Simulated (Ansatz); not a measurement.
`C[S][SnH2][Cl]` + `[F][SnH]([Cl])[Cl]` → `C[S][SnH]([F])[Cl]` + `[Cl][SnH2][Cl]` at 500 K and 1 bar (redistribution).

Gas-phase electronic energies from Ansatz, PBE0-D4/def2-TZVP geometries. CBS: MP2 limit from def2 TZ/QZ plus the TZ coupled-cluster correction, frozen cores. def2 core potentials past Kr. For Sn outer-core shells are correlated without core-valence functions, which leaves a few kJ/mol of doubt a bond. Each species was taken in one conformer, which may not be the lowest.

```
             species  CCSD(T)/CBS energy (Eh)  H − E (kJ/mol)  S (J/(mol·K))
    `C[S][SnH2][Cl]`              -1112.69775           187.7          433.6
`[F][SnH]([Cl])[Cl]`              -1234.09211            65.8          389.7
`C[S][SnH]([F])[Cl]`              -1211.93328           179.8          462.5
    `[Cl][SnH2][Cl]`              -1134.85982            74.1          355.6
```

H − E and S are ideal-gas, rigid-rotor, harmonic terms from PBE0-D4/def2-TZVP, for one conformer and one mirror image of each species. 1 Eh = 2625.50 kJ/mol, R = 8.31446 J/(mol·K).

By hand: ΔE, ΔH, ΔS and ΔG.

ΔE = (-1211.93328) + (-1134.85982) − (-1112.69775) − (-1234.09211) = -0.00324 Eh = -8.5 kJ/mol. Δ(H − E) = 179.8 + 74.1 − 187.7 − 65.8 = 0.4, so ΔH = -8.1 kJ/mol. ΔS = 462.5 + 355.6 − 433.6 − 389.7 = -5.2 J/(mol·K). ΔG = -8.1 − 500 × (-5.2)/1000 = -5.5 kJ/mol.

By hand: the equilibrium constant, and the temperature at which ΔG would vanish if ΔH and ΔS stayed fixed.

log₁₀ K = −ΔG/(RT ln 10) = 0.6. ΔG = 0 at ΔH/ΔS = 1558 K, though so small a ΔH makes that figure unsure.

The number of gas molecules stays the same, so ΔS is small and ΔH decides. The sign of ΔG lies within the doubt. A doubt of 5 kJ/mol in ΔE shifts log₁₀ K by 0.5 here. Other conformers and mirror images would add mixing entropy, several J/(mol·K) or more a flexible species. Modes under 60 cm⁻¹, often nearly free rotors, make the harmonic entropy too high. These are equilibria of isolated gas molecules and say nothing of rates. Largest T1 diagnostic: 0.013 (customary marks: 0.02 for closed shells, 0.045 for open ones).
